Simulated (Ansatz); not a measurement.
## One elementary step

Start structure (SiHBrF$_{4}$, closed shell), relaxed at PBE0-D4/def2-TZVP:

```
atom    x (Å)    y (Å)    z (Å)
 Si1  -0.8648  -0.7440  -0.1626
  F2   0.5285  -0.6293   0.5454
  F3  -0.8113  -1.9030  -1.2065
  F4  -1.9565  -1.0517   0.9094
  F5  -1.1941   0.5998  -0.8815
  H6   2.0901   1.1986   0.6399
 Br7   2.2082   2.5296   0.1561
```

The step: SiF₄ ([F][Si]([F])([F])[F]) + HBr → SiBrF₃ ([F][Si]([F])([F])[Br]) + HF; bonds formed: Si1–Br7, F2–H6; bonds broken: Si1–F2, H6–Br7. Computed with Ansatz 0.2.0 (basis: def2-TZVPP and def2-QZVPP); correlated methods freeze the cores. Filled d shells of the heavier atoms are correlated. The def2 sets are not built for correlating such inner shells, so the correlated values are less sure here. Extrapolation: Hartree–Fock as exp(−7.88 √X), correlation as X^−2.97. Energies below are by CCSD(T) at an estimated basis limit (MP2 extrapolated from triple and quadruple zeta, plus CCSD(T) − MP2 in triple zeta).

(1) What are the electronic barrier and the energy of the step, from the start structure to the end structure? (To be estimated.)

The T1 diagnostic stays at or below 0.011.

Results:

(1) Computed: Barrier 1.877 eV; step energy 0.620 eV (uphill); reverse barrier, their difference, 1.257 eV. Barrier and step energy count from the start structure, the reverse barrier from the end structure.

The saddle point: One imaginary mode of 685i cm⁻¹.
```csv
pair,start (Å),saddle (Å),end (Å)
Si1–Br7,4.50,2.54,2.18
F2–H6,2.41,1.24,0.92
Si1–F2,1.57,1.76,3.32
H6–Br7,1.42,1.61,2.71
```

Zero-point energy (harmonic, PBE0-D4): ZPE is 0.529 eV at the start and 0.502 eV at the saddle, so the barrier goes from 1.877 to 1.850 eV.

Labels in which every atom is bracketed show which atoms are joined, not bond orders.

For scale, one of the runs: CCSD(T)/def2-TZVPP, 228 basis functions, launched by `ansatz run in.yaml --threads 8 --pin off --events-out ev --progress --plain --max-ram 19148MiB`. The run took 2 min on 8 CPU threads of an Arm Neoverse V2 (shared host), with 4.5 GiB of host memory at its peak.
